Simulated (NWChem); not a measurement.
System: PbHSCl, singlet; SMILES [Pb]([SH])[Cl]

The following NWChem deck was run.

```
start job
memory heap 200 mb stack 900 mb global 1100 mb
geometry units angstroms noautoz
  Pb     0.503749    -0.012267     0.001210
  Cl    -1.102965     1.910917    -0.001116
  S     -1.284390    -1.862724     0.001949
  H     -0.328301    -2.838498     0.002040
end
basis spherical
  Pb library def2-svp
  Cl library def2-svp
  S library def2-svp
  H library def2-svp
end
ecp
  Pb library def2-ecp
end
dft
  xc xcamb88 1.00 lyp 0.81 vwn_5 0.19 hfexch 1.00
  cam 0.33 cam_alpha 0.19 cam_beta 0.46
  iterations 150
  vectors input atomic output neutral.movecs
end
task dft energy
charge 1
dft
  odft
  mult 2
  vectors input atomic output cation.movecs
end
task dft energy
```

Parts of the log:

```
             Northwest Computational Chemistry Package (NWChem) 7.3.0
             --------------------------------------------------------

 CS  symmetry detected

                             Geometry "geometry" -> ""
                             -------------------------

 Output coordinates in angstroms (scale by  1.889725989 to convert to a.u.)

  No.       Tag          Charge          X              Y              Z
 ---- ---------------- ---------- -------------- -------------- --------------
    1 Pb                  82.0000     0.48920564     0.00879126     0.00000000
    2 Cl                  17.0000    -1.16048342     1.89524242     0.00000000
    3 S                   16.0000    -1.25673538    -1.88153218     0.00000000
    4 H                    1.0000    -0.27887832    -2.83548990     0.00000000

 Effective nuclear repulsion energy (a.u.)     625.0603223421

      Symmetry information
      --------------------

 Group name             Cs
 Group number              2
 Group order               2
 No. of unique centers     4

                                 NWChem DFT Module
                                 -----------------

 Summary of "ao basis" -> "ao basis" (spherical)
 ------------------------------------------------------------------------------
       Tag                 Description            Shells   Functions and Types
 ---------------- ------------------------------  ------  ---------------------
 Pb                         def2-svp                10       26   4s4p2d
 Cl                         def2-svp                 8       18   4s3p1d
 S                          def2-svp                 8       18   4s3p1d
 H                          def2-svp                 3        5   2s1p

      Symmetry analysis of basis
      --------------------------

        a'         48
        a"         19

            General Information
            -------------------
          SCF calculation type: DFT
          Wavefunction type:  closed shell.
          No. of atoms     :     4
          No. of electrons :    56
           Alpha electrons :    28
            Beta electrons :    28
          Charge           :     0
          Spin multiplicity:     1
          Use of symmetry is: on ; symmetry adaption is: on
          Maximum number of iterations: 150
          AO basis - number of functions:    67
                     number of shells:    29
          Convergence on energy requested:  1.00D-06
          Convergence on density requested:  1.00D-05
          Convergence on gradient requested:  5.00D-04

              XC Information
              --------------
                     Hartree-Fock (Exact) Exchange  1.000
                   CAM-Becke88 Exchange Functional  1.000
                      VWN V Correlation Functional  0.190 local
              Lee-Yang-Parr Correlation Functional  0.810

           Range-Separation Parameters
           ---------------------------
           Alpha           :  0.19
           Beta            :  0.46
           Gamma           :  0.33
           Short-Range HF  :     F

             Grid Information
             ----------------
          Grid used for XC integration:  medium
          Radial quadrature: Mura-Knowles
          Angular quadrature: Lebedev.
          Tag              B.-S. Rad. Rad. Pts. Rad. Cut. Ang. Pts.
          ---              ---------- --------- --------- ---------
          Pb                  1.80      123          10.0       590
          Cl                  1.00       88          12.0       590
          S                   1.00       88          10.0       590
          H                   0.35       45          11.0       434
          Grid pruning is: on
          Number of quadrature shells:   344
          Spatial weights used:  Erf1

      Superposition of Atomic Density Guess
      -------------------------------------

 Sum of atomic energies:       -1076.53020993

      Non-variational initial energy
      ------------------------------

 Total energy =   -1049.076538
 1-e energy   =   -1922.879687
 2-e energy   =     672.324231
 HOMO         =      -0.285931
 LUMO         =      -0.043190

      Symmetry analysis of molecular orbitals - initial
      -------------------------------------------------

  Numbering of irreducible representations:

     1 a'          2 a"

  Orbital symmetries:

     1 a'          2 a'          3 a'          4 a'          5 a'
     6 a'          7 a"          8 a'          9 a'         10 a"
    11 a'         12 a'         13 a'         14 a"         15 a'
    16 a'         17 a'         18 a"         19 a"         20 a'
    21 a'         22 a'         23 a'         24 a'         25 a"
    26 a'         27 a"         28 a'         29 a"         30 a'
    31 a'         32 a'         33 a'         34 a'         35 a"
    36 a'         37 a'         38 a"

   convergence    iter        energy       DeltaE   RMS-Dens  Diis-err
 ---------------- ----- ----------------- --------- --------- ---------
 d= 0,ls=0.0,diis     1  -1051.5880169473 -1.25D+03  2.25D-02  4.53D-01
 d= 0,ls=0.0,diis     2  -1051.5926584941 -4.64D-03  1.06D-02  4.31D-01
 d= 0,ls=0.0,diis     3  -1051.6647235485 -7.21D-02  1.78D-03  8.93D-03
 d= 0,ls=0.0,diis     4  -1051.6662053759 -1.48D-03  3.44D-04  4.17D-04
 d= 0,ls=0.0,diis     5  -1051.6662728405 -6.75D-05  1.27D-04  3.18D-05
  Resetting Diis
 d= 0,ls=0.0,diis     6  -1051.6662785553 -5.71D-06  4.10D-05  4.80D-06
 d= 0,ls=0.0,diis     7  -1051.6662795717 -1.02D-06  9.96D-06  6.42D-08
 d= 0,ls=0.0,diis     8  -1051.6662796168 -4.50D-08  3.85D-06  1.58D-08

         Total DFT energy =    -1051.666279616756
      One electron energy =    -1924.761437370861
           Coulomb energy =      741.984440436727
    Exchange-Corr. energy =      -70.368200704203
 Nuclear repulsion energy =      201.478918021581

 Numeric. integr. density =       56.000000676504

                  Occupations of the irreducible representations
                  ----------------------------------------------

                     irrep           alpha         beta
                     --------     --------     --------
                     a'               21.0         21.0
                     a"                7.0          7.0

                       DFT Final Molecular Orbital Analysis
                       ------------------------------------

 Vector   26  Occ=2.000000D+00  E=-3.537051D-01  Symmetry=a'
              MO Center= -9.2D-01,  1.5D+00, -7.9D-16, r^2= 2.6D+00
   Bfn.  Coefficient  Atom+Function         Bfn.  Coefficient  Atom+Function
  ----- ------------  ---------------      ----- ------------  ---------------
    38      0.532292  2 Cl py                35      0.390733  2 Cl py
    37      0.257254  2 Cl px                32      0.229128  2 Cl py
    34      0.187525  2 Cl px                11      0.173191  1 Pb px
     3      0.150325  1 Pb s                 14      0.115629  1 Pb px
    31      0.109619  2 Cl px                48      0.103008  3 S  s

 Vector   27  Occ=2.000000D+00  E=-3.112571D-01  Symmetry=a"
              MO Center= -1.1D+00, -1.5D+00, -1.9D-14, r^2= 2.6D+00
   Bfn.  Coefficient  Atom+Function         Bfn.  Coefficient  Atom+Function
  ----- ------------  ---------------      ----- ------------  ---------------
    57      0.607892  3 S  pz                54      0.419569  3 S  pz
    51      0.241039  3 S  pz                39     -0.194199  2 Cl pz
    36     -0.131551  2 Cl pz                13      0.113237  1 Pb pz
    16      0.103818  1 Pb pz                33     -0.077529  2 Cl pz
    18      0.064868  1 Pb d -1              23     -0.048393  1 Pb d -1

 Vector   28  Occ=2.000000D+00  E=-3.106553D-01  Symmetry=a'
              MO Center= -6.3D-01, -4.6D-01,  1.2D-15, r^2= 5.1D+00
   Bfn.  Coefficient  Atom+Function         Bfn.  Coefficient  Atom+Function
  ----- ------------  ---------------      ----- ------------  ---------------
    55      0.357288  3 S  px                37      0.348475  2 Cl px
    56      0.294473  3 S  py                 3     -0.290531  1 Pb s
    11     -0.275268  1 Pb px                52      0.247974  3 S  px
    34      0.241226  2 Cl px                53      0.217217  3 S  py
     4     -0.200862  1 Pb s                  1      0.194438  1 Pb s

 Vector   29  Occ=0.000000D+00  E=-6.993558D-02  Symmetry=a"
              MO Center=  3.4D-01, -6.7D-02,  4.1D-16, r^2= 4.2D+00
   Bfn.  Coefficient  Atom+Function         Bfn.  Coefficient  Atom+Function
  ----- ------------  ---------------      ----- ------------  ---------------
    16      0.584308  1 Pb pz                13      0.541450  1 Pb pz
    57     -0.283506  3 S  pz                39     -0.219969  2 Cl pz
    10     -0.186798  1 Pb pz                 7     -0.181375  1 Pb pz
    54     -0.152370  3 S  pz                36     -0.123646  2 Cl pz
    51     -0.088080  3 S  pz                33     -0.072815  2 Cl pz

 Vector   30  Occ=0.000000D+00  E= 8.993536D-04  Symmetry=a'
              MO Center=  5.2D-01,  2.5D-03, -2.5D-16, r^2= 4.9D+00
   Bfn.  Coefficient  Atom+Function         Bfn.  Coefficient  Atom+Function
  ----- ------------  ---------------      ----- ------------  ---------------
    15      0.775093  1 Pb py                14     -0.381031  1 Pb px
    30     -0.381248  2 Cl s                 12      0.373370  1 Pb py
    37     -0.318630  2 Cl px                 3      0.300806  1 Pb s
    38      0.288149  2 Cl py                11     -0.199140  1 Pb px
    55      0.184252  3 S  px                34     -0.152951  2 Cl px

 Vector   31  Occ=0.000000D+00  E= 1.416039D-02  Symmetry=a'
              MO Center=  4.0D-01, -1.1D-01,  1.3D-15, r^2= 5.4D+00
   Bfn.  Coefficient  Atom+Function         Bfn.  Coefficient  Atom+Function
  ----- ------------  ---------------      ----- ------------  ---------------
    14      0.727597  1 Pb px                 3     -0.464357  1 Pb s
    48      0.450744  3 S  s                 15      0.443200  1 Pb py
    56      0.411131  3 S  py                11      0.357608  1 Pb px
    55      0.339309  3 S  px                38     -0.228214  2 Cl py
     1      0.216242  1 Pb s                 12      0.208837  1 Pb py

     Multipole analysis of the density
     ---------------------------------

     L   x y z        total         alpha         beta         nuclear
     -   - - -        -----         -----         ----         -------
     0   0 0 0     -0.000000    -28.000000    -28.000000     56.000000

     1   1 0 0      1.790529     28.629203     28.629203    -55.467877
     1   0 1 0     -0.609541      0.193622      0.193622     -0.996785
     1   0 0 1     -0.000000     -0.000000     -0.000000      0.000000

     2   2 0 0    -42.070105   -116.574007   -116.574007    191.077908
     2   1 1 0     -0.637408     -2.691722     -2.691722      4.746036
     2   1 0 1      0.000000      0.000000      0.000000      0.000000
     2   0 2 0    -43.188905   -246.120411   -246.120411    449.051917
     2   0 1 1      0.000000      0.000000      0.000000      0.000000
     2   0 0 2    -38.461756    -19.230878    -19.230878      0.000000

                                 NWChem DFT Module
                                 -----------------

      Symmetry analysis of basis
      --------------------------

        a'         48
        a"         19

            General Information
            -------------------
          SCF calculation type: DFT
          Wavefunction type:  spin polarized.
          No. of atoms     :     4
          No. of electrons :    55
           Alpha electrons :    28
            Beta electrons :    27
          Charge           :     1
          Spin multiplicity:     2
          Use of symmetry is: on ; symmetry adaption is: on
          Maximum number of iterations: 150
          This is a Direct SCF calculation.
          AO basis - number of functions:    67
                     number of shells:    29
          Convergence on energy requested:  1.00D-06
          Convergence on density requested:  1.00D-05
          Convergence on gradient requested:  5.00D-04

              XC Information
              --------------
                     Hartree-Fock (Exact) Exchange  1.000
                   CAM-Becke88 Exchange Functional  1.000
                      VWN V Correlation Functional  0.190 local
              Lee-Yang-Parr Correlation Functional  0.810

           Range-Separation Parameters
           ---------------------------
           Alpha           :  0.19
           Beta            :  0.46
           Gamma           :  0.33
           Short-Range HF  :     F

             Grid Information
             ----------------
          Grid used for XC integration:  medium
          Radial quadrature: Mura-Knowles
          Angular quadrature: Lebedev.
          Tag              B.-S. Rad. Rad. Pts. Rad. Cut. Ang. Pts.
          ---              ---------- --------- --------- ---------
          Pb                  1.80      123          10.0       590
          Cl                  1.00       88          12.0       590
          S                   1.00       88          10.0       590
          H                   0.35       45          11.0       434
          Grid pruning is: on
          Number of quadrature shells:   344
          Spatial weights used:  Erf1

      Superposition of Atomic Density Guess
      -------------------------------------

 Sum of atomic energies:       -1076.53020993

 Renormalizing density from      56.00 to     55

      Non-variational initial energy
      ------------------------------

 Total energy =   -1038.536591
 1-e energy   =   -1888.542549
 2-e energy   =     648.527040
 HOMO         =      -0.564822
 LUMO         =      -0.285572

   Symmetry analysis of molecular orbitals - initial alpha
   -------------------------------------------------------

  Numbering of irreducible representations:

     1 a'          2 a"

  Orbital symmetries:

     1 a'          2 a'          3 a'          4 a'          5 a'
     6 a'          7 a"          8 a'          9 a'         10 a"
    11 a'         12 a'         13 a'         14 a"         15 a'
    16 a'         17 a'         18 a"         19 a"         20 a'
    21 a'         22 a'         23 a'         24 a"         25 a'
    26 a'         27 a"         28 a'         29 a"         30 a'
    31 a'         32 a'         33 a'         34 a'         35 a'
    36 a"         37 a'         38 a"

   Symmetry analysis of molecular orbitals - initial beta
   ------------------------------------------------------

  Numbering of irreducible representations:

     1 a'          2 a"

  Orbital symmetries:

     1 a'          2 a'          3 a'          4 a'          5 a'
     6 a'          7 a"          8 a'          9 a'         10 a"
    11 a'         12 a'         13 a'         14 a"         15 a'
    16 a'         17 a'         18 a"         19 a"         20 a'
    21 a'         22 a'         23 a'         24 a"         25 a'
    26 a'         27 a"         28 a'         29 a"         30 a'
    31 a'         32 a'         33 a'         34 a'         35 a'
    36 a"         37 a'         38 a"

[...]
```

Level: CAM-B3LYP/def2-SVP with def2 effective core potentials on Pb, vertical spin-unrestricted ions. Low-valent species are run as closed-shell singlets; no triplet was tried in these runs. Coordinates come from a PBE-D3(BJ)/def2-SVP optimisation. def2 effective core potentials on Pb; no spin-orbit coupling.
